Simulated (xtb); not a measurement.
F2GeH3NO, SMILES [F][Ge]([F])([OH])[NH2]. All values are semi-empirical tight-binding results from xtb (GFN2-xTB unless named), good for trends rather than for accurate numbers. The structure is a stationary point at GFN2-xTB. This is a generated structure with no PubChem entry under its InChIKey; it may be hypothetical. One conformer was computed; it need not be the lowest.

For metal compounds this method's bond lengths and energies can be far off.

### Question
Estimate the properties. (The exact figures need the calculation; the answer reports its results.)

### Answer

- orbital gap = 6.98 eV
- zero-point energy = 25.1 kcal/mol
- G − E(el) at 298.15 K (modified RRHO) = 4.9 kcal/mol
